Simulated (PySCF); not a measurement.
A side-by-side comparison of computed properties.

First species: C2HNS.
InChI=1S/C2HNS/c3-1-2-4/h2H

Second species: C₃H₁₁GeNO₂Si.
Z-matrix (Å and degrees, PBE0-D3(BJ)/def2-SVP geometry), rows numbered from 1:
```
C 
N   1  1.4396
C   2  1.4442  1  117.27
C   2  1.3529  1  123.64  3   179.07
O   4  1.2217  2  124.35  1  -178.56
Ge  4  1.9854  2  126.64  1     1.24
O   6  1.7965  4  117.21  2     3.68
Si  7  1.6579  6  135.67  4   112.36
H   1  1.1037  2  110.97  3    62.52
H   1  1.0976  2  110.34  3  -177.11
H   1  1.1033  2  110.58  3   -57.11
H   3  1.1027  2  110.58  1   -58.58
H   3  1.1031  2  110.75  1    61.50
H   3  1.0968  2  108.39  1  -178.64
H   6  1.5329  4  107.24  2  -115.60
H   6  1.5370  4  106.16  2   123.73
H   8  1.4974  7  110.42  6   -89.88
H   8  1.4971  7  110.92  6    30.20
H   8  1.4914  7  108.99  6   150.69
```

Levels: CAM-B3LYP/def2-SVPD for dipole moment, HOMO energy, LUMO energy, HOMO–LUMO gap, static isotropic polarisability and electronic spatial extent ⟨r²⟩ about the centre of nuclear charge; TDDFT CAM-B3LYP/def2-SVPD for lowest singlet excitation; TDA CAM-B3LYP/def2-SVPD for lowest triplet excitation (Tamm–Dancoff); ΔSCF CAM-B3LYP/def2-SVPD for vertical ionisation energy; PBE0-D3(BJ)/def2-SVP for rotational constant A and rotational constant C. Geometries: PBE0-D3(BJ)/def2-SVP. All species are isolated and taken at one optimised geometry, non-relativistic unless stated; the electronic structure was computed with PySCF and density fitting.

The conformers computed, where there is a choice (atom-mapped SMILES and torsion angles):
- `[CH3:1][N:2]([CH3:3])[C:4](=[O:5])[GeH2:6][O:7][SiH3:8]`: C1–N2–C4–O5 -179°, N2–C4–Ge6–O7 4°, C4–Ge6–O7–Si8 112°

Values for the first species:

* Dipole moment: 2.66 D
* HOMO energy: -9.12 eV
* LUMO energy: -2.89 eV
* HOMO–LUMO gap: 6.23 eV
* Lowest singlet excitation: 1.94 eV
* Lowest triplet excitation (Tamm–Dancoff): 1.40 eV
* Static isotropic polarisability: 49.8 au
* Vertical ionisation energy: 10.11 eV
* Electronic spatial extent ⟨r²⟩ about the centre of nuclear charge: 380 bohr²
* Rotational constant A: 42.535 GHz
* Rotational constant C: 2.977 GHz

Q: Estimate the same properties for the second species, and the change in each.

A: 
```
                                                         property       first      second  second less first
                                                    dipole moment      2.66 D      2.89 D            +0.23 D
                                                      HOMO energy    -9.12 eV    -8.57 eV           +0.55 eV
                                                      LUMO energy    -2.89 eV     0.65 eV           +3.54 eV
                                                    HOMO–LUMO gap     6.23 eV     9.22 eV           +2.99 eV
                                        lowest singlet excitation     1.94 eV     5.12 eV           +3.18 eV
                         lowest triplet excitation (Tamm–Dancoff)     1.40 eV     4.54 eV           +3.14 eV
                                  static isotropic polarisability     49.8 au    109.3 au           +59.5 au
                                       vertical ionisation energy    10.11 eV     9.13 eV           -0.98 eV
electronic spatial extent ⟨r²⟩ about the centre of nuclear charge   380 bohr²  2037 bohr²        +1657 bohr²
                                            rotational constant A  42.535 GHz   1.940 GHz        -40.595 GHz
                                            rotational constant C   2.977 GHz   0.552 GHz         -2.425 GHz
```

On the first: The polarisability is 7.38 Å³ as a volume (1 au = 0.148185 Å³), or 1.38 au for each of the 36 electrons. S1 lies 4.29 eV below the HOMO–LUMO gap; its leading configuration is HOMO→LUMO, weight 0.99.

On the second: S1 lies 4.10 eV below the HOMO–LUMO gap; its leading configuration is HOMO→LUMO+1, weight 0.81. The ΔSCF ionisation energy exceeds −ε(HOMO) by 0.56 eV with CAM-B3LYP. Relativistic effects, spin–orbit coupling among them, are left out although an element past zinc is present.
